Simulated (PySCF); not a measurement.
C₂H₄F₂, SMILES FC(C)F (connectivity only; charge and spin as stated), charge +1, multiplicity 2. Atoms are numbered in the order given.

```xyz
8

C     -1.4949     0.1005     0.0000
C      0.1858    -0.3178     0.0000
F      0.7229     0.1217    -1.0726
F      0.7229     0.1217     1.0726
H     -1.3451     1.1945     0.0000
H     -1.8928    -0.3276    -0.9283
H     -1.8928    -0.3276     0.9283
H     -0.0278    -1.4253     0.0000
```
Charge +1, spin multiplicity 2.

Geometry optimised at PBE0-D3(BJ)/def2-SVP. The multiplicity is an assumed one; other spin states were not compared.

Calculation: PySCF with PBE/def2-TZVPD.

| Quantity | Result |
|---|---|
| total energy | -277.71991 hartree |
| point group | Cs |
| α spin, highest occupied and lowest empty level | -14.94 and -5.99 eV |
| β spin, highest occupied and lowest empty level | -16.87 and -13.85 eV |
| dipole moment about the centre of nuclear charge | 3.29 D |
| mean static polarisability | 29.1 bohr³ (4.32 Å³) |
| polarisability, principal values | 25.0, 28.2, 34.3 bohr³ |
| ⟨S²⟩ | 0.752 (pure state 0.75) |
